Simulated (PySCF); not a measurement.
OSi, charge +1, doublet, geometry from GFN2-xTB (a state made from the parent by changing its charge; the spin is typed, not shown lowest); CASSCF(5,4)/cc-pVDZ (PySCF).

PySCF was given this input:
```python
from pyscf import gto, scf, mcscf
import numpy

mol = gto.Mole()
mol.atom = '''
    Si   -0.00000000   -0.00000000   -0.54024550
    O     0.00000000    0.00000000    0.94542963
'''
mol.basis = 'cc-pvdz'
mol.charge = 1
mol.spin = 1
mol.verbose = 4
mol.build()

mf = scf.ROHF(mol)
mf.kernel()
mc = mcscf.CASSCF(mf, 4, 5)
mc.fix_spin_(ss=0.75)
mc.kernel()
occ = numpy.linalg.eigvalsh(mc.fcisolver.make_rdm1(mc.ci, mc.ncas, mc.nelecas))[::-1]
ss = mc.fcisolver.spin_square(mc.ci, mc.ncas, mc.nelecas)[0]
print('natural occupations', occ.round(4), ' <S^2>', round(ss, 4))
```

### Question
Predict the main parts of the log of this PySCF run.

### Answer

```
PySCF version 2.14.0

[INPUT] verbose = 4
[INPUT] num. atoms = 2
[INPUT] num. electrons = 21
[INPUT] charge = 1
[INPUT] spin (= nelec alpha-beta = 2S) = 1
[INPUT] symmetry False subgroup None
[INPUT] Mole.unit = angstrom
[INPUT] Symbol           X                Y                Z      unit          X                Y                Z       unit  Magmom
[...]
nuclear repulsion = 39.8928718844745
number of shells = 10
number of NR pGTOs = 67
number of NR cGTOs = 32
basis = cc-pvdz
ecp = {}

******** <class 'pyscf.scf.rohf.ROHF'> ********
method = ROHF
initial guess = minao
damping factor = 0
level_shift factor = 0
DIIS = <class 'pyscf.scf.diis.CDIIS'>
diis_start_cycle = 1
diis_space = 8
diis_damp = 0
SCF conv_tol = 1e-09
SCF conv_tol_grad = None
SCF max_cycles = 50
direct_scf = True
direct_scf_tol = 1e-13
num. doubly occ = 10  num. singly occ = 1
Set gradient conv threshold to 3.16228e-05
init E= -363.683585522676
[...]
cycle= 1 E= -363.24150229401  delta_E= 0.442  |g|= 0.643  |ddm|= 1.03
[...]
cycle= 2 E= -363.112893773316  delta_E= 0.129  |g|= 1.04  |ddm|= 0.973
[...]
cycle= 3 E= -363.383849138872  delta_E= -0.271  |g|= 0.0373  |ddm|= 0.488
[...]
cycle= 4 E= -363.384950069407  delta_E= -0.0011  |g|= 0.0225  |ddm|= 0.0402
[...]
cycle= 5 E= -363.385520427371  delta_E= -0.00057  |g|= 0.0201  |ddm|= 0.0295
[...]
cycle= 6 E= -363.386035074614  delta_E= -0.000515  |g|= 0.0209  |ddm|= 0.0262
[...]
cycle= 7 E= -363.385264069646  delta_E= 0.000771  |g|= 0.0187  |ddm|= 0.041
[...]
cycle= 8 E= -363.38206685326  delta_E= 0.0032  |g|= 0.0411  |ddm|= 0.214
[...]
cycle= 9 E= -363.382350928367  delta_E= -0.000284  |g|= 0.0388  |ddm|= 0.0196
[...]
cycle= 10 E= -363.383148325404  delta_E= -0.000797  |g|= 0.0292  |ddm|= 0.0549
[...]
cycle= 11 E= -363.383145068233  delta_E= 3.26e-06  |g|= 0.0287  |ddm|= 0.00155
[...]
cycle= 12 E= -363.383058687127  delta_E= 8.64e-05  |g|= 0.0186  |ddm|= 0.0202
[...]
cycle= 13 E= -363.381446122184  delta_E= 0.00161  |g|= 0.0316  |ddm|= 0.113
[...]
cycle= 14 E= -363.381644932553  delta_E= -0.000199  |g|= 0.0276  |ddm|= 0.00891
[...]
cycle= 15 E= -363.382246514477  delta_E= -0.000602  |g|= 0.0154  |ddm|= 0.0335
[...]
cycle= 16 E= -363.382301738781  delta_E= -5.52e-05  |g|= 0.0145  |ddm|= 0.0038
[...]
cycle= 17 E= -363.382671213929  delta_E= -0.000369  |g|= 0.0115  |ddm|= 0.0286
[...]
cycle= 18 E= -363.384728110488  delta_E= -0.00206  |g|= 0.0131  |ddm|= 0.165
[...]
cycle= 19 E= -363.380320583581  delta_E= 0.00441  |g|= 0.0394  |ddm|= 0.288
[...]
SCF not converged.
CASCI E = -363.386157284685  S^2 = 0.7500000
[...]
macro iter   9 ( 12 JK    3 micro), CASSCF E = -363.431210101800  dE = -1.55883081e-03  S^2 = 0.7500000
               |grad[o]|=0.0109  |grad[c]|=0.0171  |ddm|=0.0994  |maxRot[o]|=0.149
macro iter  10 ( 20 JK    4 micro), CASSCF E = -363.432048861810  dE = -8.38760010e-04  S^2 = 0.7500000
               |grad[o]|=0.00627  |grad[c]|=0.00731  |ddm|=0.0563  |maxRot[o]|=0.139
macro iter  11 ( 18 JK    4 micro), CASSCF E = -363.432128609786  dE = -7.97479761e-05  S^2 = 0.7500000
               |grad[o]|=0.00528  |grad[c]|=0.00846  |ddm|=0.0797  |maxRot[o]|= 0.02
macro iter  12 ( 18 JK    4 micro), CASSCF E = -363.432159464127  dE = -3.08543413e-05  S^2 = 0.7500000
               |grad[o]|=0.00687  |grad[c]|=0.00836  |ddm|=0.0683  |maxRot[o]|= 0.02
macro iter  13 ( 20 JK    4 micro), CASSCF E = -363.432215196226  dE = -5.57320990e-05  S^2 = 0.7500000
               |grad[o]|=0.0079  |grad[c]|=0.00854  |ddm|=0.061  |maxRot[o]|= 0.02
macro iter  14 ( 18 JK    4 micro), CASSCF E = -363.432247820685  dE = -3.26244584e-05  S^2 = 0.7500000
               |grad[o]|=0.00627  |grad[c]|=0.00545  |ddm|=0.0397  |maxRot[o]|= 0.02
macro iter  15 ( 14 JK    4 micro), CASSCF E = -363.432287994548  dE = -4.01738631e-05  S^2 = 0.7500000
               |grad[o]|=0.00579  |grad[c]|=0.00353  |ddm|=0.025  |maxRot[o]|=0.0256
macro iter  16 ( 11 JK    4 micro), CASSCF E = -363.432320034844  dE = -3.20402959e-05  S^2 = 0.7500000
               |grad[o]|=0.00426  |grad[c]|=0.00128  |ddm|=0.00864  |maxRot[o]|=0.0341
macro iter  17 ( 11 JK    4 micro), CASSCF E = -363.432327951730  dE = -7.91688672e-06  S^2 = 0.7500000
               |grad[o]|=0.00218  |grad[c]|=0.000282  |ddm|=0.00108  |maxRot[o]|=0.0184
macro iter  18 (  8 JK    3 micro), CASSCF E = -363.432328344799  dE = -3.93069058e-07  S^2 = 0.7500000
               |grad[o]|=0.000527  |grad[c]|=5.77e-05  |ddm|=0.00088  |maxRot[o]|=0.00395
macro iter  19 (  3 JK    1 micro), CASSCF E = -363.432328351701  dE = -6.90170054e-09  S^2 = 0.7500000
               |grad[o]|=7.08e-05  |grad[c]|=3.26e-05  |ddm|=0.000124  |maxRot[o]|=0.000155
1-step CASSCF converged in  19 macro (321 JK  71 micro) steps
CASSCF canonicalization
Density matrix diagonal elements [1.92161243 1.87384202 1.11527034 0.08927522]
CASSCF energy = -363.432328351701
CASCI E = -363.432328351701  E(CI) = -8.64625858368049  S^2 = 0.7500000
natural occupations [1.9419 1.9224 1.0472 0.0885]  <S^2> 0.75
```

Convergence was not reached.
